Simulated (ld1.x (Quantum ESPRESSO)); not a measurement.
**Ag (Z = 47): PAW pseudisation with PBE, scalar-relativistic reference atom.**

| Item | Value |
| --- | --- |
| Element | silver (Ag) |
| Generator | ld1.x (Quantum ESPRESSO) 7.5 |
| Type | PAW |
| Functional | PBE |
| Relativity | scalar-relativistic |
| Frozen core | [Ar] 3d10 |
| Valence charge | 19 |
| Reference configuration | 4s2 4p6 4d10 5s1 5p0 |
| Partial waves | 4s (bound): rcut 1.50, rcutus 1.65 bohr; 5s (bound): rcut 1.50, rcutus 1.65 bohr; 4p (bound): rcut 1.55, rcutus 1.85 bohr; 5p (bound, empty): rcut 1.55, rcutus 1.85 bohr; 4d (bound): rcut 1.15, rcutus 1.45 bohr; 4d channel at -0.15 Ry: rcut 1.15, rcutus 1.45 bohr |
| Local potential | all-electron potential smoothed inside 1.10 bohr (lloc = -2) |
| Core correction | Bessel-smoothed model core inside 1.15 bohr |
| Augmentation charge | BESSEL, radius 1.05 bohr |

All-electron outer shells of the reference configuration (PBE, scalar-relativistic, ld1.x):

| shell | level (eV) | outermost node (bohr) | outermost maximum (bohr) |
| --- | --- | --- | --- |
| 3p | -557.49 | 0.15 | 0.32 |
| 3d | -358.48 | – | 0.27 |
| 4s | -95.05 | 0.44 | 0.82 |
| 4p | -58.57 | 0.44 | 0.87 |
| 4d | -7.44 | 0.43 | 1.04 |
| 5s | -4.40 | 1.11 | 2.49 |
| 5p | -0.74 | 1.25 | 3.86 |

Q: Does the generator finish with these settings?

A: Yes, a potential is produced and its reference levels are reproduced.

Q: Is the overlap operator S = 1 + Σ q|β⟩⟨β| positive definite (Bessel basis up to 400 Ry)?

A: No: its lowest eigenvalue is -0.231, in the p channel, so the generalised eigenproblem breaks down once the basis is large enough.

Its largest configuration-test error is -35 meV (4s2 4p6 4d9 5s0 5p0). Test run stopped at test 3 of 7 (negative rho).

The ghost test of this file was not conclusive. Its overlap operator is not positive definite in a basis up to 400 Ry (lowest eigenvalue p -0.23), so the file is unfit for use: the generalised eigenproblem breaks down once the basis is large enough, and its test numbers describe a broken file.
